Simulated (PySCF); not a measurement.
C₂H₆BCl. Atoms are numbered in the order given.

```xyz
10

B      0.0000     0.0000    -0.3935
Cl     0.0000     0.0000     1.3890
C     -0.0106     1.3781    -1.1361
H      1.0477     1.6411    -1.3346
H     -0.5011     1.3222    -2.1215
H     -0.4399     2.2034    -0.5499
C      0.0106    -1.3781    -1.1361
H      0.5011    -1.3222    -2.1215
H      0.4399    -2.2034    -0.5499
H     -1.0477    -1.6411    -1.3346
```
Charge 0, spin multiplicity 1.

Coordinates come from a B3LYP-D3(BJ)/def2-SVP optimisation.

Level of theory: PBE/def2-TZVP in PySCF.

Atomic charges (e):

```csv
atom,Mulliken,meta-Löwdin
B1,?,0.20
Cl2,?,-0.09
C3,?,-0.47
H4,?,0.15
H5,?,0.13
H6,?,0.13
C7,?,-0.47
H8,?,0.13
H9,?,0.13
H10,?,0.15
```

Some entries are withheld; supply them. (An estimate is asked for; the answer gives what the named calculation found.)


- B1, Mulliken: 0.12
- Cl2, Mulliken: -0.15
- C3, Mulliken: -0.40
- H4, Mulliken: 0.14
- H5, Mulliken: 0.13
- H6, Mulliken: 0.14
- C7, Mulliken: -0.40
- H8, Mulliken: 0.13
- H9, Mulliken: 0.14
- H10, Mulliken: 0.14

Give the Mayer and Wiberg (Löwdin basis) orders of the bonds. (Estimate from the structure and the level; the computed values follow.)


```csv
bond,Mayer,Wiberg
B1–Cl2,1.36,2.09
B1–C3,1.07,1.37
C3–H4,0.92,0.83
C3–H5,0.94,0.86
C3–H6,0.95,0.86
B1–C7,1.07,1.37
C7–H8,0.94,0.86
C7–H9,0.95,0.86
C7–H10,0.92,0.83
```
